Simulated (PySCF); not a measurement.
# Reading the logs of faulty runs: ClGeH2OSi

All numbers below are calculated, not measured. The program is PySCF 2.14.0, an open-source quantum chemistry code, run on an isolated molecule that a program drew, which may never have been made. The molecule is ClGeH2OSi (charge 0, doublet), drawn as the SMILES string `[O]=[Ge]([SiH2])[Cl]`.

Each row is a Hartree-Fock (HF) and frozen-core CCSD(T) single point in the cc-pV(D+d)Z basis, meant for a local HF minimum. Run 1 is clean. Each other run has one planted mistake out of seven kinds, and not every kind appears here: one electron removed, one electron added, multiplicity raised by two, geometry at a saddle point, minimal basis STO-3G, one bond length entered in bohr, all coordinates scaled. The reference is restricted for singlets and unrestricted otherwise, and also for a bond in bohr. Adding or removing an electron swaps singlet and doublet. Electrons count all cores. HOMO and LUMO are orbital energies over both spins, the gradient is its largest component, and the lowest frequency (negative if imaginary) is given only where the gradient is small. Bond lengths are over the 5 bonds as drawn. T1 is the CCSD diagnostic: over 0.02 (restricted) or 0.045 (unrestricted) a single reference is doubtful. Germanium has the cc-pVDZ-PP basis, with a core potential (ECP10MDF) in place of its 10 inner electrons, and its 3s, 3p and 3d shells are frozen in CCSD(T).

Geometry of the clean run:
```xyz
6
ClGeH2OSi, angstrom
O     1.1482   -0.2509   -2.1392
Ge    0.1956    0.4227   -1.0241
Si   -1.2032   -0.5534    0.6313
Cl    0.1869    2.5631   -0.7452
H    -2.3168    0.3498    0.9736
H    -1.6381   -1.9046    0.2337
```

| run | electrons | basis functions | <S^2> | HOMO (eV) | LUMO (eV) | gradient (hartree/bohr) | lowest frequency (cm^-1) | mean bond (Å) | longest bond (Å) | T1 | HF (hartree) | CCSD(T) (hartree) | mistake |
|---|---|---|---|---|---|---|---|---|---|---|---|---|---|
| 1 | 73 | 93 | 0.774 | -10.22 | -0.68 | 8.9e-06 | 108 | 1.8195 | 2.377 | 0.0249 | -1117.81775 | -1118.37032 | no fault |
| 2 | 73 | 93 | 0.784 | -9.39 | -0.45 | 3.2e-05 | -512 | 1.8023 | 2.315 | 0.0241 | -1117.81190 | -1118.36649 | geometry at a saddle point |
| 3 | 73 | 93 | 0.765 | -10.00 | -0.43 | 1.4e-01 | - | 1.6739 | 2.187 | 0.0202 | -1117.76174 | -1118.29846 | all coordinates scaled |
| 4 | 74 | 93 | 0.000 | -2.42 | 6.48 | 4.5e-02 | - | 1.8195 | 2.377 | 0.0214 | -1117.87051 | -1118.44711 | ? |

**Which mistake was planted in run 4, and what did it cost?**

It counts 74 electrons, one more than the clean run, at the same geometry and basis. So the mistake is: one electron added. Subtracting run 1 and multiplying by 627.51 kcal/mol a hartree, the energy moved by -33.1 kcal/mol in HF and -48.2 kcal/mol in CCSD(T).

Cautions from the logs. Run 4: T1 is over the limit, so its CCSD(T) energy is less reliable.
